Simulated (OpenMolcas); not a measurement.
## Levels of P by method

```yaml
Program: OpenMolcas
Basis: ANO-RCC-VQZP [6s5p3d2f1g]
Scalar_Hamiltonian: DKH2, point nucleus
Active_space: 3 electrons in 9 orbitals (RAS2 3p; RAS3 3d 4s, at most 1 electron)
State_averaging: 2S+1 = 4 odd, 1 root; 2S+1 = 2 odd, 8 roots; 2S+1 = 4 even, 15 roots; 2S+1 = 2 even, 18 roots
Spin-orbit_coupling: RASSI with atomic mean-field integrals over the reference wave functions, term energies averaged over their components
```

Methods on the same reference wave functions:
A. RASSCF
B. SS-RASPT2, IPEA 0.25 Eh, imaginary shift 0.1 Eh (closed shells correlated: 2s 2p 3s)
C. MS-RASPT2, IPEA 0.25 Eh, imaginary shift 0.1 Eh (closed shells correlated: 2s 2p 3s)

Energies in cm-1 above 3s2 3p3 4S* 3/2, the measured ground level; measured values from NIST Handbook of Basic Atomic Spectroscopic Data.

```json
{"Level": "3s2 3p3 4S* 3/2", "A": "0.0", "B": "0.0", "C": "0.0", "Measured": "0.0"}
{"Level": "3s2 3p3 2D* 3/2", "A": "15351", "B": "11650", "C": "11650", "Measured": "11361"}
{"Level": "3s2 3p3 2D* 5/2", "A": "15357", "B": "11650", "C": "11650", "Measured": "11377"}
{"Level": "3s2 3p3 2P* 1/2", "A": "25381", "B": "22580", "C": "22580", "Measured": "18723"}
{"Level": "3s2 3p3 2P* 3/2", "A": "25389", "B": "22580", "C": "22580", "Measured": "18748"}
{"Level": "3s2 3p2 4s 4P 1/2", "A": "62816", "B": "60320", "C": "60320", "Measured": "55939"}
{"Level": "3s2 3p2 4s 4P 3/2", "A": "62941", "B": "60450", "C": "60450", "Measured": "56091"}
{"Level": "3s2 3p2 4s 4P 5/2", "A": "63151", "B": "60660", "C": "60660", "Measured": "56340"}
{"Level": "3s2 3p2 4s 2P 1/2", "A": "67854", "B": "63660", "C": "63660", "Measured": "57877"}
{"Level": "3s2 3p2 4s 2P 3/2", "A": "68095", "B": "63900", "C": "63900", "Measured": "58174"}
```

Deviations, from unrounded energies. A percentage is the sum of absolute deviations over the sum of measured energies, with the sign that they share, or ± where signs differ.

```
                        Against measurement  Levels      A      B      C
             mean absolute deviation (cm-1)       9   6900   3600   3600
other terms of the ground configuration (%)       4  +35.3  +13.7  +13.7
                   other configurations (%)       5  +14.2   +8.6   +8.6
```

B, C lie about equally close to measurement and A furthest from it. The largest miss of C in the table is 3s2 3p2 4s 2P 1/2, by +5800 cm-1. The ranking rests on the paired levels alone, and a cruder setting can come out closer through cancelling errors.

Between B and C no level of the table moves by more than 5 cm-1.

The two smallest mean deviations differ by little beside CASPT2's spread within terms, so their order carries little weight.

From A to B the spin-free energies of the other terms of 3s2 3p3 shown, above 4S*, scale by factors of 0.76 to 0.89.

The lowest spin-free term lies below A's lowest term by 0.117 hartree in B, 0.117 hartree in C.

Term energies are means over components that CASPT2 splits; among the terms shown or strongly mixed into the levels shown the widest spread is 490 cm-1 (3s2 3p3 2D*, C). Over all roots computed the reference weight is 0.90 to 0.96 in B, 0.90 to 0.96 in C; the roots of lowest weight are the least certain, and an intruder state may touch them. ANO sets are built for valence states and can reach diffuse excited orbitals poorly, and with the s shell closed the s pⁿ⁺¹ terms that mix with these levels are absent. With the s shell closed, the reference lacks s² → p² mixing. Without dynamic correlation excited terms often stand tens of per cent too high (terms of higher spin than the ground term too low), and those without a measured partner can miss by more than the paired ones (holds for A). Some terms miss by over 15 % even with CASPT2, which points to a basis or an active space too small for the shells correlated (holds for B; C). Computed and measured levels are paired by configuration, term and J; levels that our copy of the source lacks, or whose pairing is in doubt (as where it misses far off the trend of its configuration), stay unpaired and out of the deviations. Only configurations of the active space appear. The table leaves out levels that lie high or whose names do not pair safely across all columns.

* marks odd parity.
